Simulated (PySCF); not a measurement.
Se(Br)(SeH), SMILES [SeH][Se]Br (HBrSe2), B3LYP/def2-SVP optimised geometry.

```
4

Se    -0.89     1.15     0.00
Br    -0.87     1.81    -2.30
Se    -0.59    -1.15     0.00
H      0.89    -1.15     0.00
```

Density from B3LYP/def2-TZVP (PySCF) at that geometry.

Minimum of the electron density along straight lines between bonded atoms, close to the bond critical point (lines longer than 1.1 times the sum of covalent radii, or with two minima, are not listed):

```csv
bond,length / Å,ρ at the minimum / e bohr⁻³,∇²ρ there / e bohr⁻⁵,position (fraction from the first atom)
Se1–Br2,2.391,0.092,0.01,0.48
Se1–Se3,2.321,0.107,-0.03,0.50
Se3–H4,1.484,0.174,-0.33,0.63
```
